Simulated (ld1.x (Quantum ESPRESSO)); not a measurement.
Ti (Z = 22): excitation energies, all-electron against PAW

- Element: Ti
- Generator: ld1.x (Quantum ESPRESSO) 7.5
- Type: PAW
- Functional: PBE
- Relativity: scalar-relativistic
- Frozen core: [Ne] 3s2
- Valence charge: 10
- Reference configuration: 3p6 3d2 4s2 4p0
- Partial waves: 4s (bound): rcut 2.45, rcutus 3.40 bohr; 4s channel at 1.7 Ry: rcut 2.45, rcutus 3.40 bohr; 3p (bound): rcut 1.50, rcutus 1.75 bohr; 4p (bound, empty): rcut 1.50, rcutus 1.75 bohr; 3d (bound): rcut 1.30, rcutus 1.65 bohr; 3d channel at 2.6 Ry: rcut 1.30, rcutus 1.65 bohr
- Local potential: all-electron potential smoothed inside 3.05 bohr (lloc = -1)
- Core correction: a·sin(br)/r model core, default radius (core density twice the valence density)
- Augmentation charge: PSQ, inside the norm-conserving radii

Energies are relative to the spin-unpolarised reference configuration 3p6 3d2 4s2 4p0; without spin polarisation the order of configurations can differ from experiment. Not all tests gave a result: 2 of 7 tests not solved or not reliable. Left out of the table: 3p6 3d1 4s0 4p0 (solver errors, printed error -534 eV); 3p6 3d0 4s0 4p0 (solver errors, printed error -415 eV).

```csv
valence configuration,charge,ΔE all-electron (eV),error AE − PS (meV)
3p6 3d2 4s1 4p0,+1,7.347,-0.6
3p6 3d2 4s0 4p0,+2,20.919,-3.6
3p6 3d2.5 4s1.5 4p0,0,0.353,-3.3
3p6 3d2 4s0 4p2,0,6.288,-1.3
3p6 3d2 4s1 4p1,0,3.076,-0.4
```
